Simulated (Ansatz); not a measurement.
Ansatz (an electronic-structure program) input file for In(vinyl)(OH)(OMe) (C3H7InO2), SMILES C=[CH][In]([OH])[O]C, PBE-D3(BJ)/def2-SVP. 

Ansatz 0.2 input:
```yaml
crystal:
  periodic: [false, false, false]
  atoms:
    - {symbol: In, position_ang: [-0.23231998, 0.35107673, 0.00000000]}
    - {symbol: C, position_ang: [-1.52902302, -1.32874720, -0.00000000]}
    - {symbol: C, position_ang: [-1.07072180, -2.58495013, -0.00000000]}
    - {symbol: H, position_ang: [-2.61089236, -1.15289699, 0.00000000]}
    - {symbol: H, position_ang: [-1.75373547, -3.44410385, 0.00000000]}
    - {symbol: H, position_ang: [-0.00292801, -2.82866292, 0.00000000]}
    - {symbol: O, position_ang: [-0.76800147, 2.26867317, -0.00000000]}
    - {symbol: H, position_ang: [0.01252236, 2.83567259, 0.00000000]}
    - {symbol: O, position_ang: [1.77257778, 0.25686493, -0.00000000]}
    - {symbol: C, position_ang: [2.50893317, -0.92217351, 0.00000000]}
    - {symbol: H, position_ang: [2.32901596, -1.55914863, -0.89165781]}
    - {symbol: H, position_ang: [3.58893981, -0.68355128, 0.00000000]}
    - {symbol: H, position_ang: [2.32901596, -1.55914863, 0.89165781]}
basis:
  gaussian:
    orbitals: def2-SVP
hamiltonian:
  xc: pbe
  dispersion: d3bj
relax: {f_tol: 0.002, max_steps: 200}
```

Output:

```
WARN ansatz: RAYON_NUM_THREADS=1 ignored (pool sized by the plan → 1); use --threads N
Functional definition: PBE
integrals: 0.08 GiB planned
1482 factors; their error is unknown
mean field: 0.41 GiB planned
mean field evaluation 1: about -12457.2238 eV, gradient 9.6e1 eV
mean field evaluation 2: about -12363.1055 eV, gradient 2.1e2 eV
mean field evaluation 4: about -12477.2206 eV, gradient 1.7e1 eV
mean field evaluation 8: about -12477.9787 eV, gradient 8.0e-1 eV
mean field evaluation 16: about -12477.9298 eV, gradient 2.3e-3 eV
mean field -12477.92981104 eV, -458.5554627109 hartree, gradient 5.7e-5 eV, S^2 0.000000; 0 other end points of the search recorded, 0 dependent functions left out
the calculation of the forces begins
reference -12477.92986026 eV, -458.5554645198 hartree; 31, 31 occupied and 100, 100 virtual orbitals, 1482 factors
relax step   1: F+E_penalty+E_count = -12478.17990874 eV  Δ(F+E_penalty+E_count) = +0.000e0 eV  max|allowed force component| = 6.520e-1 eV/Å  Δτ_max = 0.0000 Å  (33 SCF iters, accepted)
these checks for a lower state are left out or cut short: starts, cluster_reference, orbital_swaps, neighbouring_geometries, increment
integrals: 0.08 GiB planned
1482 factors; their error is unknown
mean field: 0.41 GiB planned
mean field -12477.96474982 eV, -458.5567466875 hartree, gradient 2.6e-5 eV, S^2 0.000000; 0 other end points of the search recorded, 0 dependent functions left out
the calculation of the forces begins
reference -12477.96479916 eV, -458.5567485007 hartree; 31, 31 occupied and 100, 100 virtual orbitals, 1482 factors
relax step   2: F+E_penalty+E_count = -12478.21261797 eV  Δ(F+E_penalty+E_count) = -3.271e-2 eV  max|allowed force component| = 2.250e-1 eV/Å  Δτ_max = 0.0312 Å  (35 SCF iters, accepted)
these checks for a lower state are left out or cut short: starts, cluster_reference, orbital_swaps, neighbouring_geometries, increment
integrals: 0.08 GiB planned
1482 factors; their error is unknown
mean field: 0.41 GiB planned
mean field evaluation 32: about -12477.9680 eV, gradient 2.3e-1 eV
mean field -12477.96815910 eV, -458.5568719765 hartree, gradient 2.4e-5 eV, S^2 0.000000; 0 other end points of the search recorded, 0 dependent functions left out
the calculation of the forces begins
reference -12477.96820850 eV, -458.5568737917 hartree; 31, 31 occupied and 100, 100 virtual orbitals, 1482 factors
relax step   3: F+E_penalty+E_count = -12478.21630365 eV  Δ(F+E_penalty+E_count) = -3.686e-3 eV  max|allowed force component| = 6.465e-2 eV/Å  Δτ_max = 0.0193 Å  (34 SCF iters, accepted)
these checks for a lower state are left out or cut short: starts, cluster_reference, orbital_swaps, neighbouring_geometries, increment
integrals: 0.08 GiB planned
1482 factors; their error is unknown
mean field: 0.41 GiB planned
mean field -12477.96815719 eV, -458.5568719062 hartree, gradient 2.6e-5 eV, S^2 0.000000; 0 other end points of the search recorded, 0 dependent functions left out
the calculation of the forces begins
reference -12477.96820658 eV, -458.5568737213 hartree; 31, 31 occupied and 100, 100 virtual orbitals, 1482 factors
relax step   4: F+E_penalty+E_count = -12478.21656796 eV  Δ(F+E_penalty+E_count) = -2.643e-4 eV  max|allowed force component| = 2.346e-2 eV/Å  Δτ_max = 0.0097 Å  (36 SCF iters, accepted)
these checks for a lower state are left out or cut short: starts, cluster_reference, orbital_swaps, neighbouring_geometries, increment
integrals: 0.08 GiB planned
1482 factors; their error is unknown
mean field: 0.41 GiB planned
mean field -12477.96799573 eV, -458.5568659726 hartree, gradient 1.4e-5 eV, S^2 0.000000; 0 other end points of the search recorded, 0 dependent functions left out
the calculation of the forces begins
reference -12477.96804512 eV, -458.5568677878 hartree; 31, 31 occupied and 100, 100 virtual orbitals, 1482 factors
relax step   5: F+E_penalty+E_count = -12478.21660701 eV  Δ(F+E_penalty+E_count) = -3.905e-5 eV  max|allowed force component| = 3.346e-3 eV/Å  Δτ_max = 0.0050 Å  (27 SCF iters, accepted)
these checks for a lower state are left out or cut short: starts, cluster_reference, orbital_swaps, neighbouring_geometries, increment
integrals: 0.08 GiB planned
1482 factors; their error is unknown
mean field: 0.41 GiB planned
mean field -12477.96795069 eV, -458.5568643175 hartree, gradient 1.8e-5 eV, S^2 0.000000; 0 other end points of the search recorded, 0 dependent functions left out
the calculation of the forces begins
reference -12477.96800009 eV, -458.5568661327 hartree; 31, 31 occupied and 100, 100 virtual orbitals, 1482 factors
relax step   6: F+E_penalty+E_count = -12478.21661335 eV  Δ(F+E_penalty+E_count) = -6.338e-6 eV  max|allowed force component| = 2.045e-3 eV/Å  Δτ_max = 0.0021 Å  (25 SCF iters, accepted)
these checks for a lower state are left out or cut short: starts, cluster_reference, orbital_swaps, neighbouring_geometries, increment
integrals: 0.08 GiB planned
1482 factors; their error is unknown
mean field: 0.41 GiB planned
mean field evaluation 64: about -12477.9679 eV, gradient 9.3e-6 eV
mean field -12477.96789585 eV, -458.5568623022 hartree, gradient 9.3e-6 eV, S^2 0.000000; 0 other end points of the search recorded, 0 dependent functions left out
the calculation of the forces begins
reference -12477.96794525 eV, -458.5568641173 hartree; 31, 31 occupied and 100, 100 virtual orbitals, 1482 factors
relax step   7: F+E_penalty+E_count = -12478.21661529 eV  Δ(F+E_penalty+E_count) = -1.938e-6 eV  max|allowed force component| = 1.624e-3 eV/Å  Δτ_max = 0.0020 Å  (25 SCF iters, accepted)
integrals: 0.08 GiB planned
1482 factors; their error is unknown
mean field: 0.41 GiB planned
mean field -12477.96789585 eV, -458.5568623022 hartree, gradient 9.2e-6 eV, S^2 0.000000; 1 other end points of the search recorded, 0 dependent functions left out
the calculation of the forces begins
reference -12477.96794525 eV, -458.5568641173 hartree; 31, 31 occupied and 100, 100 virtual orbitals, 1482 factors
Total energy: -12478.21666468 eV, -458.5660043879 hartree
Atom 0 at    -0.235186     0.362308    -0.000000 Å, force    -0.000547     0.000275     0.000000 eV/Å
Atom 1 at    -1.536906    -1.339307     0.000000 Å, force    -0.000009     0.000225    -0.000000 eV/Å
Atom 2 at    -1.068738    -2.601666     0.000000 Å, force     0.000116    -0.000080     0.000000 eV/Å
Atom 3 at    -2.625586    -1.155213     0.000000 Å, force     0.000006    -0.000092     0.000000 eV/Å
Atom 4 at    -1.753669    -3.470106    -0.000000 Å, force     0.000058    -0.000007    -0.000000 eV/Å
Atom 5 at     0.007845    -2.842069    -0.000000 Å, force    -0.000022     0.000104    -0.000000 eV/Å
Atom 6 at    -0.785669     2.303897    -0.000000 Å, force     0.000180     0.000009    -0.000000 eV/Å
Atom 7 at     0.029382     2.844017     0.000000 Å, force    -0.000151    -0.000327     0.000000 eV/Å
Atom 8 at     1.801430     0.293485    -0.000000 Å, force     0.000530    -0.000172    -0.000000 eV/Å
Atom 9 at     2.509132    -0.921292     0.000000 Å, force    -0.000689     0.001624     0.000000 eV/Å
Atom 10 at     2.314036    -1.559603    -0.898844 Å, force     0.000096    -0.000599    -0.000407 eV/Å
Atom 11 at     3.603275    -0.705945     0.000000 Å, force     0.000335    -0.000361     0.000000 eV/Å
Atom 12 at     2.314036    -1.559603     0.898844 Å, force     0.000096    -0.000599     0.000407 eV/Å
Dipole moment:    -0.074409    -0.483170    -0.000000 e Å
```

The calculation finished and met its thresholds.

Cost: very roughly 28 core-seconds.
